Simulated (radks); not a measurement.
Values are calculated unless marked as measured or tabulated.
Task: Ionisation of neutral cerium, [Xe] 4f1 5d1 6s2, to Ce+, [Xe] 4f1 5d2, under several functionals. Scalar-relativistic Kohn-Sham, spin-unpolarised, spherical densities, finite nucleus; a radial shooting solver on a logarithmic mesh with Libxc functionals. Known Delta-SCF values: revPBE 6.115 eV; PW91 6.266 eV; SCAN 6.261 eV. What does BLYP give, and what is its highest occupied eigenvalue?

Result: 6.291 eV by Delta-SCF; the 5d eigenvalue is -2.871 eV. NIST: 5.539 eV (measured).

Beside tabulated values, note that spin-unpolarised runs miss the spin-polarisation part of the exchange energy of open shells.
